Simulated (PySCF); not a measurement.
In(F)(vinyl)2 (C4H6FIn), SMILES C=[CH][In]([F])[CH]=C.

Geometry: PBE-D3(BJ)/def2-SVP. The def2 effective core potentials stand for the cores of In; spin–orbit coupling is left out. Other conformers were not sampled.

The numbers are results of TDA-M06-2X/def2-SVPD (PySCF), not measurements.

Vertical excitations. Gas-phase values at a fixed geometry. State labels are in the subgroup Cs.

Computed excitation energies, oscillator strengths and character:
```tsv
state	symmetry	energy (eV)	λ (nm)	f	main pairs
S1	A"	4.84	256	0.000	HOMO→LUMO 94 %
S2	A"	5.88	211	0.018	HOMO→LUMO+2 59 %, HOMO−3→LUMO 29 %
S3	A'	6.05	205	0.141	HOMO−1→LUMO 91 %
S4	A'	6.36	195	0.047	HOMO−2→LUMO 93 %
S5	A"	6.43	193	0.001	HOMO−1→LUMO+1 75 %
S6	A'	6.57	189	0.687	HOMO→LUMO+1 84 %
S7	A"	6.63	187	0.008	HOMO−2→LUMO+1 52 %, HOMO−3→LUMO 29 %
S8	A"	6.84	181	0.048	HOMO−3→LUMO 27 %, HOMO−2→LUMO+1 18 %, HOMO→LUMO+2 15 %, HOMO→LUMO+5 14 %
S9	A"	6.88	180	0.013	HOMO→LUMO+5 39 %, HOMO−3→LUMO+2 19 %, HOMO−2→LUMO+1 12 %, HOMO−3→LUMO 9 %
S10	A'	7.09	175	0.013	HOMO→LUMO+3 87 %
T1	A'	4.33	286	0	HOMO−1→LUMO 55 %, HOMO−2→LUMO+2 18 %, HOMO−1→LUMO+5 11 %, HOMO−1→LUMO+2 8 %
T2	A'	4.42	281	0	HOMO−2→LUMO 51 %, HOMO−1→LUMO+2 22 %, HOMO−2→LUMO+2 11 %, HOMO−2→LUMO+5 8 %
T3	A"	4.48	277	0	HOMO→LUMO 92 %
T4	A"	5.30	234	0	HOMO→LUMO+2 47 %, HOMO−3→LUMO 44 %
```
Triplets are in the Tamm–Dancoff approximation.
